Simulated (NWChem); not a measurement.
CH₄O₃Si; SMILES O[SiH]1OCO1

```xyz
9

O      0.4230     1.8941     0.0000
Si    -0.4305     0.4975     0.0000
O      0.0211    -0.7013    -1.0995
C      0.2968    -1.5561     0.0000
O      0.0211    -0.7013     1.0995
H      1.3841     1.8380     0.0000
H     -1.8402     0.9266     0.0000
H     -0.3711    -2.4365     0.0000
H      1.3518    -1.8875     0.0000
```
Atoms are numbered in this order, from 1.

Program: NWChem. Medium grid unless said otherwise, to which SCAN and Minnesota functionals are sensitive. The geometry was optimised at PBE0/def2-SVP. Hybrids' shares of exact exchange are those that their runs print; pure functionals count as 0. The functionals differ in more than this share.

```csv
row,share of exact exchange,highest occupied level (eV)
PBE/def2-TZVP,0.00,-6.68
BLYP/def2-TZVP,0.00,-6.62
B3LYP/def2-TZVP,0.20,withheld
PBE0/def2-TZVP,0.25,-8.23
M06-2X/def2-TZVP,0.54,-9.78
```

Task: Fit a straight line of the last column on the one before it, predict the withheld value, and compare with the run.

Result: 
1. Means of the 4 shown rows: x = 0.198, y = -7.828. Slope Σ(x − x̄)(y − ȳ)/Σ(x − x̄)² = -1.155/0.1981 = -5.831; intercept -6.676.
2. The shown rows scatter about the line by 0.060 (root mean square); the largest residual is -0.10, at PBE0/def2-TZVP.
3. At x = 0.20 (B3LYP/def2-TZVP; inside the shown range) the line gives -7.84.
4. The run gives -8.02, -0.18 from the line, 3.0 times the scatter.
